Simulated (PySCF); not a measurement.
diphenyl ether (C12H10O): Computed beside measured shifts

System: diphenyl ether (C12H10O), SMILES c1ccc(Oc2ccccc2)cc1.

Atom-mapped SMILES (hydrogens are numbered by the atom that bears them): [cH:1]1[cH:2][cH:3][c:4]([O:5][c:6]2[cH:7][cH:8][cH:9][cH:10][cH:11]2)[cH:12][cH:13]1

Level of theory: GIAO KT3/pcSseg-2, gas phase, PySCF SCF with an in-house response code, fitting set def2-universal-JFIT, grid level 2, non-relativistic, on the PBE0-D3(BJ)/def2-SVP geometry.

One optimised conformer. Values are averaged over the atoms that symmetry or fast rotation interchanges, on this one geometry and without vibrational averaging. Shifts are the reference shielding less the shielding here, at the same level (13C, 1H against isolated TMS; 17O against isolated H2O); nuclei without a reference have shieldings only.

(1) What shifts does this level give for H on 3/7/11/12, H on 2/8/10/13, H on 1/9, and how do they compare with measurement?

## Answers

(1) 
```
          atom  nucleus  computed / ppm  measured / ppm  computed less measured  measured against  medium of the measurement
H on 3/7/11/12       1H            7.03           6.925                    0.11               TMS                       CCl4
H on 2/8/10/13       1H            7.28           7.218                    0.06               TMS                       CCl4
      H on 1/9       1H            6.99           6.977                    0.01               TMS                       CCl4
```

Measured values: Shapiro, Mohrmann, J. Phys. Chem. Ref. Data 1977, 6, 919.
